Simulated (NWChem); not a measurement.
# C2H5FSi; SMILES C=C(F)[SiH3]

Computed with NWChem. Coordinates come from a PBE0/def2-SVP optimisation. Ions are spin-unrestricted doublets at the neutral geometry; other ion states weren't tried.

Q: What does the run give for PBE/def2-SVP? Quantities: vertical ionisation energy, ΔSCF (eV); −ε(HOMO) (eV).

A: The vertical ionisation energy, ΔSCF (eV) comes out as 9.78 and the −ε(HOMO) (eV) is 6.39.
